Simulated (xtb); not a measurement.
NP, quintet, geometry from GFN2-xTB of the parent state (a higher spin typed on purpose: for a closed-shell molecule this is an excited state); GFN0-xTB run with xtb 6.7.1.

The xtb input:
```
$ xtb mol.xyz --gfn 0 --chrg 0 --uhf 4 --json

# file mol.xyz
2

N     -0.00000000    -0.00000000    -1.04207804
P      0.00000000     0.00000000     0.48630309
```

Output, abridged:

```
   ID    Z sym.   atoms
    1    7 N      1
    2   15 P      2

           -------------------------------------------------
          |                Calculation Setup                |
           -------------------------------------------------

           -------------------------------------------------
          |                 G F N 0 - x T B                 |
           -------------------------------------------------

          ...................................................
          :                      SETUP                      :
          :.................................................:
          :  # basis functions                  14          :
          :  # atomic orbitals                  13          :
          :  # shells                            5          :
          :  # electrons                        10          :
          :  electronic temp.          300.0000000     K    :
          :  accuracy                    1.0000000          :
          :  -> integral cutoff          0.2500000E+02      :
          :  -> integral neglect         0.1000000E-07      :
          ...................................................

         :::::::::::::::::::::::::::::::::::::::::::::::::::::
         ::                     SUMMARY                     ::
         :::::::::::::::::::::::::::::::::::::::::::::::::::::
         :: total energy              -5.015516363766 Eh    ::
         :: gradient norm              0.160140929738 Eh/a0 ::
         :: HOMO-LUMO gap              3.633399551843 eV    ::
         ::.................................................::
         :: H0 energy                 -5.046387651705 Eh    ::
         :: repulsion energy           0.041599083247 Eh    ::
         :: electrostat energy        -0.010521752771 Eh    ::
         :: -> Gsolv                   0.000000000000 Eh    ::
         ::    -> Gsasa                0.000000000000 Eh    ::
         ::    -> Gshift               0.000000000000 Eh    ::
         :: dispersion energy         -0.000206042538 Eh    ::
         :: short-range corr.          0.000000000000 Eh    ::
         :: add. restraining           0.000000000000 Eh    ::
         :: total charge               0.000000000000 e     ::
         :::::::::::::::::::::::::::::::::::::::::::::::::::::

           -------------------------------------------------
          |                Property Printout                |
           -------------------------------------------------

    * Orbital Energies and Occupations

         #    Occupation            Energy/Eh            Energy/eV
      -------------------------------------------------------------
         1        2.0000           -0.7161563             -19.4876
         2        2.0000           -0.5659964             -15.4015
         3        1.5000           -0.4651518             -12.6574
         4        1.5000           -0.4651518             -12.6574
         5        1.0000           -0.4452671             -12.1163
         6        1.0000           -0.3200214              -8.7082
         7        1.0000           -0.3200214              -8.7082 (HOMO)
         8                         -0.1864964              -5.0748 (LUMO)
         9                         -0.0566285              -1.5409
        10                         -0.0566285              -1.5409
        11                          0.0516028               1.4042
        12                          0.0516028               1.4042
        13                          0.9330276              25.3890
      -------------------------------------------------------------
                  HL-Gap            0.1335250 Eh            3.6334 eV
             Fermi-level            0.0000000 Eh            0.0000 eV

     #   Z          covCN         q      C6AA      α(0)
     1   7 N        0.861    -0.183    24.770     7.232
     2  15 P        0.861     0.183   180.387    24.890

 Mol. C6AA /au·bohr⁶  :        334.702741
 Mol. C8AA /au·bohr⁸  :      15068.692782
 Mol. α(0) /au        :         32.121429

Wiberg/Mayer (AO) data.
largest (>0.10) Wiberg bond orders for each atom

 ---------------------------------------------------------------------------
     #   Z sym  total        # sym  WBO       # sym  WBO       # sym  WBO
 ---------------------------------------------------------------------------
     1   7 N    1.579 --     2 P    1.579
     2  15 P    1.579 --     1 N    1.579
 ---------------------------------------------------------------------------

Topologies differ in total number of bonds
Writing topology from bond orders to xtbtopo.mol

 dipole moment from electron density (au)
     X       Y       Z
   0.0000  -0.0000   0.4265  total (Debye):    1.084

           -------------------------------------------------
          | TOTAL ENERGY               -5.015516363766 Eh   |
          | GRADIENT NORM               0.160140929738 Eh/α |
          | HOMO-LUMO GAP               3.633399551843 eV   |
           -------------------------------------------------

normal termination of xtb
```
